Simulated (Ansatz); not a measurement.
Relaxation of AlClFH₃Si (7 atoms, charge 0, multiplicity 1), to a largest force component of 0.02 eV/Å in at most 40 steps.

Level of theory: RKS B3LYP/def2-SVP (Ansatz).

```xyz
7
Properties=species:S:1:pos:R:3
F -0.347 -2.567 0.922
Al -0.759 -1.039 -0.042
Si 0.655 0.829 0.076
Cl -2.473 -0.944 -1.337
H 2.035 0.430 -0.374
H 0.748 1.318 1.479
H 0.202 1.904 -0.770
```

**Question.** Where does it end, and by what steps?

**Answer.** The run converged. After 5 steps the energy has fallen by 0.511 eV; Cl4 moved furthest, 0.21 Å.

```tsv
step	energy less start (eV)	largest force component (eV/Å)	accepted
0	0.0000	3.289	yes
1	-0.3972	1.934	yes
2	-0.4897	0.482	yes
3	-0.5096	0.089	yes
4	-0.5113	0.025	yes
5	-0.5113	0.008	yes
```

```xyz
7
Properties=species:S:1:pos:R:3
F -0.456 -2.445 0.810
Al -0.787 -1.069 -0.070
Si 0.711 0.847 0.091
Cl -2.514 -1.143 -1.267
H 2.084 0.453 -0.347
H 0.789 1.320 1.506
H 0.234 1.970 -0.769
```

Whether the end is a true minimum wasn't checked by a vibrational analysis.

Time of the run: 16 s on 1 CPU thread of a shared host.
